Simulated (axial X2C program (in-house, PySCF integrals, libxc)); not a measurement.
**PtGe: bond constants with and without spin–orbit coupling**

Calculated with an axial X2C code built on PySCF integrals. Spin-free means the one-electron spin-free X2C Hamiltonian; two-component (2c) means X2C with spin–orbit coupling and atomic mean-field two-electron Coulomb and Gaunt terms, so the difference of the two also holds small scalar two-electron terms. Basis: Pt dyall-cv3z [13s14p9d6f4g], Ge dyall-cv3z [9s9p7d4f1g] (cores contracted in-house); Gaussian nuclei, density fitting, unrestricted open shells. Masses: Pt 194.965 u, Ge 73.921 u.

Input:
```json
{
 "zs": [
  78,
  32
 ],
 "q": 0,
 "bas": [
  "dyall-cv3z",
  "dyall-cv3z"
 ],
 "levels": [
  "PBE0",
  "HF",
  "PBEsol"
 ],
 "cc": true,
 "r0": 2.44,
 "thr": -1.0,
 "nmax": 90,
 "npts": 10,
 "nst": 2,
 "ntry": 6
}
```
```bash
python so2c.py task.json out
```

Keys: zs atomic numbers; q charge; bas basis sets; levels methods; cc coupled cluster on or off; r0 starting distance in Å; thr threshold in hartree for freezing inner shells (an s shell follows its p shell); nmax most natural virtual spinors; npts points on the curve; nst determinants followed; ntry starts of the search. HF also brings MP2.

State, spin-free: M_S = 0, Λ = 0 (closed shell); electrons by block: σα: 21, σβ: 21, π+α: 11, π+β: 11, π-α: 11, π-β: 11, δ+α: 5, δ+β: 5, δ-α: 5, δ-β: 5, φ+α: 1, φ+β: 1, φ-α: 1, φ-β: 1. Fragments: Pt + Ge.

State, 2c: Ω = 0 (closed shell); electrons by block: 1/2: 32, -1/2: 32, 3/2: 16, -3/2: 16, 5/2: 6, -5/2: 6, 7/2: 1, -7/2: 1. Fragments: Pt + Ge.

| Hamiltonian | level | Re (Å) | ωe (cm⁻¹) | ωexe (cm⁻¹) | Be (cm⁻¹) | αe (cm⁻¹) | De (eV) | k (mdyn/Å) | μ (D) |
| --- | --- | --- | --- | --- | --- | --- | --- | --- | --- |
| spin-free | PBE0 | 2.151 | 366.6 | 0.675 | 0.06799 | 0.000175 | 4.57 | 4.24 | 1.30 |
| spin-free | HF | 2.168 | 349.4 | 0.802 | 0.06694 | 0.000191 | 1.12 | 3.86 | 0.19 |
| spin-free | MP2 | 2.132 | 406.0 | 0.493 | 0.06918 | 0.000135 | 5.51 | 5.21 | n/a |
| spin-free | CCSD | 2.155 | 370.9 | 0.662 | 0.06772 | 0.000167 | 4.41 | 4.34 | n/a |
| spin-free | CCSD(T) | 2.167 | 362.7 | 0.624 | 0.067 | 0.000166 | n/a | 4.15 | n/a |
| spin-free | PBEsol | 2.153 | 362.5 | 0.692 | 0.06788 | 0.000179 | 5.80 | 4.15 | 1.63 |
| 2c | PBE0 | 2.157 | 360.7 | 0.682 | 0.06763 | 0.000178 | n/a | 4.11 | 1.20 |
| 2c | HF | 2.171 | 347.9 | 0.785 | 0.06674 | 0.000189 | n/a | 3.82 | 0.13 |
| 2c | CCSD | 2.159 | 368.8 | 0.65 | 0.06748 | 0.000164 | n/a | 4.3 | n/a |
| 2c | CCSD(T) | 2.170 | 361.2 | 0.626 | 0.06679 | 0.000164 | n/a | 4.12 | n/a |
| 2c | PBEsol | 2.159 | 355.2 | 0.715 | 0.06745 | 0.000184 | n/a | 3.98 | 1.52 |

Correlated methods: 14 electrons correlated (number of frozen shells: Pt 5 s, 4 p, 2 d, 1 f; Ge 3 s, 2 p, 1 d), 328 virtual spin orbitals or spinors in MP2, 90 natural virtuals in coupled cluster.

Dipoles are positive if Ge is the positive end.

Occupations by symmetry block were frozen at the best pattern of an incomplete PBE0 search. The closed shell is kept restricted, so the energy runs too high when the bond is stretched far. Dissociation energies refer to the lowest single-determinant-based atoms at the same level and basis. De is not given where an atomic determinant may have missed its ground term or J level, or where the truncated virtual space spoils (T). Coupled cluster ran in a truncated set of natural virtual spinors; the MP2 energy of the rest was added. (T) has no such correction and the atoms are truncated less, which lowers De at CCSD(T) by a hundredth of an eV or more. Without a current term, density functionals place determinants with orbital angular momentum somewhat too high. The T1 diagnostic is large, a sign of multireference character. With the outer-core shells frozen, correlated bond lengths of heavy atoms tend to come out a few hundredths of an ångström too long.

No reliable constants came from MP2 (2c): no minimum in range, unconverged points, a curve that is not smooth, a change of character along it, or the two Hamiltonians disagreeing along it.

Rough cost a point (2c) on 1 thread(s) of a shared host, integrals apart: PBE0 1.2 s, HF 1.2 s, CCSD(T) 9 s, PBEsol 0.5 s.

The whole task took 4.4 min on 1 thread of Arm Neoverse V1 (shared host).
